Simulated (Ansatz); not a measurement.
Born–Oppenheimer molecular dynamics of CH$_{6}$Al$_{2}$OSSi$_{2}$ (13 atoms, charge 0, multiplicity 1). It starts from a relaxed structure.

Level of theory: RHF/STO-3G in Ansatz 0.2.0.

```yaml
ensemble: NVE (velocity Verlet)
time_step: 2.5 fs
steps_asked: 40
starting_velocities_drawn_for: 300 K
seed: 496396
```

Frames 5 fs apart, positions in Å.

Velocities at 0.0 fs (Å/ps):

```
O -3.20 1.44 -4.64
C 5.74 -3.16 9.31
Si 0.37 -0.76 -2.52
Si 0.82 0.10 2.40
Al -0.85 -0.24 1.41
Al -4.14 0.41 0.48
S 1.12 0.46 -1.33
H -2.95 1.09 -20.73
H 10.00 8.01 10.52
H -18.52 -8.84 22.98
H 37.23 -0.24 -21.34
H 20.79 20.54 -23.45
H 0.75 -6.72 -10.24
```

```xyz
13
Properties=species:S:1:pos:R:3 time_fs=0.0 energy_less_start_eV=0.000 T=300
O -0.668 -0.892 -1.272
C 0.016 -1.713 -0.630
Si 0.993 -1.213 0.950
Si 0.381 0.936 1.139
Al 1.147 1.988 -0.742
Al -0.873 0.932 -0.777
S -2.866 1.393 -1.354
H 0.026 -2.738 -1.054
H 0.590 -2.202 1.897
H 2.317 -1.582 0.556
H 0.171 1.176 2.533
H 2.247 2.966 -0.966
H -3.459 0.913 -0.267
13
Properties=species:S:1:pos:R:3 time_fs=5.0 energy_less_start_eV=0.250 T=159
O -0.678 -0.891 -1.288
C 0.033 -1.724 -0.600
Si 0.993 -1.215 0.940
Si 0.386 0.936 1.146
Al 1.146 1.990 -0.735
Al -0.892 0.934 -0.775
S -2.861 1.396 -1.361
H 0.027 -2.696 -1.110
H 0.627 -2.161 1.946
H 2.322 -1.648 0.634
H 0.340 1.195 2.556
H 2.272 2.999 -1.060
H -3.468 0.870 -0.298
13
Properties=species:S:1:pos:R:3 time_fs=10.0 energy_less_start_eV=0.256 T=160
O -0.663 -0.911 -1.272
C 0.007 -1.702 -0.627
Si 0.997 -1.217 0.940
Si 0.393 0.937 1.150
Al 1.146 1.993 -0.731
Al -0.905 0.936 -0.772
S -2.859 1.399 -1.368
H 0.096 -2.743 -1.065
H 0.593 -2.123 1.968
H 2.337 -1.674 0.631
H 0.457 1.202 2.593
H 2.161 2.907 -1.101
H -3.477 0.837 -0.346
13
Properties=species:S:1:pos:R:3 time_fs=15.0 energy_less_start_eV=0.306 T=130
O -0.667 -0.909 -1.267
C 0.010 -1.717 -0.642
Si 1.004 -1.217 0.944
Si 0.402 0.939 1.155
Al 1.134 1.985 -0.724
Al -0.906 0.940 -0.768
S -2.862 1.402 -1.377
H 0.112 -2.727 -1.006
H 0.507 -2.106 1.944
H 2.290 -1.655 0.574
H 0.508 1.178 2.523
H 2.254 2.997 -1.181
H -3.512 0.794 -0.377
13
Properties=species:S:1:pos:R:3 time_fs=20.0 energy_less_start_eV=0.372 T=100
O -0.687 -0.893 -1.275
C 0.042 -1.741 -0.621
Si 1.005 -1.214 0.947
Si 0.414 0.940 1.153
Al 1.128 1.981 -0.722
Al -0.898 0.944 -0.763
S -2.870 1.405 -1.384
H 0.040 -2.772 -1.081
H 0.455 -2.134 1.895
H 2.330 -1.677 0.517
H 0.490 1.188 2.626
H 2.132 2.890 -1.134
H -3.529 0.771 -0.438
13
Properties=species:S:1:pos:R:3 time_fs=25.0 energy_less_start_eV=0.237 T=178
O -0.681 -0.906 -1.256
C 0.032 -1.722 -0.638
Si 1.010 -1.213 0.948
Si 0.427 0.942 1.158
Al 1.115 1.971 -0.721
Al -0.887 0.946 -0.758
S -2.879 1.409 -1.392
H -0.015 -2.740 -1.108
H 0.490 -2.187 1.852
H 2.267 -1.670 0.577
H 0.405 1.162 2.504
H 2.218 2.970 -1.127
H -3.556 0.724 -0.462
13
Properties=species:S:1:pos:R:3 time_fs=30.0 energy_less_start_eV=0.320 T=129
O -0.678 -0.907 -1.235
C 0.015 -1.702 -0.658
Si 1.007 -1.214 0.947
Si 0.438 0.941 1.155
Al 1.111 1.967 -0.726
Al -0.880 0.944 -0.754
S -2.886 1.412 -1.399
H 0.018 -2.710 -1.052
H 0.559 -2.228 1.851
H 2.373 -1.691 0.628
H 0.290 1.187 2.632
H 2.186 2.944 -1.045
H -3.539 0.695 -0.505
13
Properties=species:S:1:pos:R:3 time_fs=35.0 energy_less_start_eV=0.299 T=145
O -0.707 -0.872 -1.242
C 0.041 -1.717 -0.631
Si 1.011 -1.223 0.942
Si 0.442 0.939 1.163
Al 1.115 1.968 -0.736
Al -0.881 0.939 -0.750
S -2.889 1.414 -1.404
H 0.063 -2.775 -1.051
H 0.594 -2.221 1.873
H 2.308 -1.601 0.676
H 0.208 1.172 2.484
H 2.185 2.954 -0.952
H -3.525 0.647 -0.513
13
Properties=species:S:1:pos:R:3 time_fs=40.0 energy_less_start_eV=0.302 T=142
O -0.711 -0.867 -1.235
C 0.040 -1.705 -0.626
Si 1.010 -1.230 0.943
Si 0.441 0.932 1.159
Al 1.122 1.971 -0.748
Al -0.891 0.933 -0.743
S -2.887 1.414 -1.406
H 0.060 -2.700 -1.068
H 0.583 -2.199 1.902
H 2.421 -1.551 0.606
H 0.116 1.197 2.594
H 2.253 3.035 -0.889
H -3.494 0.619 -0.537
13
Properties=species:S:1:pos:R:3 time_fs=45.0 energy_less_start_eV=0.385 T=97
O -0.695 -0.889 -1.215
C 0.012 -1.665 -0.642
Si 1.018 -1.233 0.948
Si 0.431 0.926 1.161
Al 1.141 1.984 -0.761
Al -0.904 0.928 -0.734
S -2.879 1.413 -1.407
H 0.041 -2.668 -1.120
H 0.583 -2.201 1.903
H 2.304 -1.507 0.545
H 0.119 1.165 2.491
H 2.151 2.964 -0.830
H -3.486 0.594 -0.554
13
Properties=species:S:1:pos:R:3 time_fs=50.0 energy_less_start_eV=0.248 T=175
O -0.712 -0.869 -1.224
C 0.029 -1.684 -0.625
Si 1.016 -1.228 0.956
Si 0.418 0.918 1.151
Al 1.149 1.990 -0.772
Al -0.915 0.927 -0.722
S -2.869 1.410 -1.406
H 0.058 -2.695 -1.141
H 0.628 -2.248 1.877
H 2.362 -1.579 0.444
H 0.118 1.150 2.573
H 2.271 3.101 -0.828
H -3.502 0.582 -0.575
13
Properties=species:S:1:pos:R:3 time_fs=55.0 energy_less_start_eV=0.340 T=113
O -0.724 -0.852 -1.234
C 0.034 -1.710 -0.620
Si 1.020 -1.225 0.960
Si 0.403 0.914 1.145
Al 1.160 2.003 -0.780
Al -0.920 0.927 -0.708
S -2.859 1.407 -1.404
H 0.101 -2.679 -1.078
H 0.697 -2.303 1.847
H 2.256 -1.617 0.463
H 0.160 1.111 2.536
H 2.177 3.009 -0.846
H -3.521 0.590 -0.606
```

Of the whole run (100 fs, mean temperature of the second half 143 K): The conserved energy wandered by up to 9.2 meV per atom (net 4.3 meV per atom), which is poor conservation. The temperature averaged 0.48 of the 300 K drawn at the start: a run that starts near a minimum puts about half its kinetic energy into the potential. A step of 2.5 fs is long for free X–H stretches (periods near 10 fs) and can bias their spread and the temperature. A run of 0.1 ps of so small a system gives no equilibrium averages. Limits of this set-up: minimal basis.

Time of the run: 3.2 min on 1 thread of Intel(R) Xeon(R) Processor @ 2.50GHz (Skylake/Cascade Lake), with other jobs on the host, peak memory 0.15 GiB.
